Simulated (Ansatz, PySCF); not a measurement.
Li(OH) (HLiO), SMILES [OH][Li].

Coordinates come from a B3LYP-D3(BJ)/def2-TZVPD optimisation. The isomer is the one that the SMILES or the coordinates give; other isomers of the formula were not compared.

Vertical ionisation energy (IE) and electron affinity (EA) in eV. Rows of orbital energies are one-electron estimates. Where ΔSCF, EOM or ADC give a negative EA the extra electron is unbound and the value depends on the basis.

```tsv
level	IE	EA
−ε(HOMO), −ε(LUMO), HF/def2-TZVPD (PySCF)	10.30	-0.08
−ε(HOMO), −ε(LUMO), r2SCAN/def2-TZVPD (PySCF)	4.97	0.72
−ε(HOMO), −ε(LUMO), PBE/def2-TZVPD (PySCF)	4.79	1.40
ΔSCF, PBE0/def2-TZVPD (Ansatz), final states of multiplicity 2 and 2	9.12	0.16
ΔSCF, PBE/def2-TZVPD (Ansatz), final states of multiplicity 2 and 2	9.42	0.16
```

**Question.** What vertical singlet–triplet gap does ΔSCF give with PBE0/def2-TZVPD (Ansatz, an electronic-structure program) and with PBE/def2-TZVPD (Ansatz)? (An estimate is asked for; the answer gives what the named calculation found.)

**Answer.** 4.49 and 4.72 eV (triplet above singlet where positive).
